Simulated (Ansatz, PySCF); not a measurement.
Molecule: BiI2 (charge 0, doublet). It need not be the lowest isomer of its formula. 
Structure (B3LYP-D3(BJ)/def2-TZVP (Ansatz, a first-principles code) minimum search):
SMILES: [I][Bi][I]
```xyz
3

Bi     0.1121    -0.6263     0.7737
I      2.0549     0.8623    -0.6151
I     -2.2304     0.1185    -0.5965
```
Charge 0, spin multiplicity 2.

Dipole moments at this geometry, in debye (magnitudes).

```json
[
 {"level": "HF/def2-TZVPD", "program": "PySCF", "dipole (D)": "3.32"},
 {"level": "PBE/def2-TZVPD", "program": "Ansatz", "dipole (D)": "2.40"},
 {"level": "revPBE/def2-TZVPD", "program": "Ansatz", "dipole (D)": "2.46"},
 {"level": "r2SCAN/def2-TZVPD", "program": "Ansatz", "dipole (D)": "2.60"},
 {"level": "B97M-V/def2-TZVPD", "program": "Ansatz", "dipole (D)": "2.67"},
 {"level": "B3LYP/def2-TZVPD", "program": "Ansatz", "dipole (D)": "2.63"},
 {"level": "BHLYP/def2-TZVPD", "program": "Ansatz", "dipole (D)": "2.95"},
 {"level": "TPSSh/def2-TZVPD", "program": "PySCF", "dipole (D)": "2.63"},
 {"level": "r2SCAN0/def2-TZVPD", "program": "Ansatz", "dipole (D)": "2.79"},
 {"level": "M06-2X/def2-TZVPD", "program": "PySCF", "dipole (D)": "3.33"},
 {"level": "HSE06/def2-TZVPD", "program": "Ansatz", "dipole (D)": "2.69"},
 {"level": "CAM-B3LYP/def2-TZVPD", "program": "PySCF", "dipole (D)": "2.87"},
 {"level": "wB97X-V/def2-TZVPD", "program": "Ansatz", "dipole (D)": "3.00"},
 {"level": "CCSD(T)/def2-SVPD", "program": "Ansatz", "dipole (D)": "2.72"}
]
```
